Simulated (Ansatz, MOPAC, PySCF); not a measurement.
Donor–acceptor adduct: GaH3 (SMILES [GaH3]) (first 4 atoms) with NH3 (SMILES N); geometry from B3LYP-D3(BJ)/def2-TZVP, rigid monomers moved along the line of their centres of mass till Ga1···N5 is 2.51 Å.
(charge 0, multiplicity 1):
```xyz
8

Ga     0.470    -0.368     0.771
H      0.087    -1.901     0.839
H     -0.281     0.541    -0.283
H      1.929     0.056     1.214
N     -0.754     0.391     2.823
H     -1.747     0.205     2.736
H     -0.410    -0.095     3.644
H     -0.628     1.387     2.966
```

Counterpoise-corrected where a basis set is named; no monomer relaxation.

The state that AM1, PM7 reach isn't checked; PM7 holds dispersion and hydrogen-bond terms.

Run with Ansatz (an electronic-structure program) with Gaussian orbitals; MOPAC for AM1, PM7 (differences of heats of formation); PySCF for the dispersion terms. Each number belongs to the level named beside it.

Problem. One of these levels gives -22.89 kcal/mol for the interaction energy. Which one is it?
A) HF/aug-cc-pVTZ
B) PM7
C) AM1
D) r2SCAN-D4/def2-TZVPPD

Solution. D, r2SCAN-D4/def2-TZVPPD. The others give -35.38 (AM1), -6.27 (PM7), -18.67 (HF/aug-cc-pVTZ)
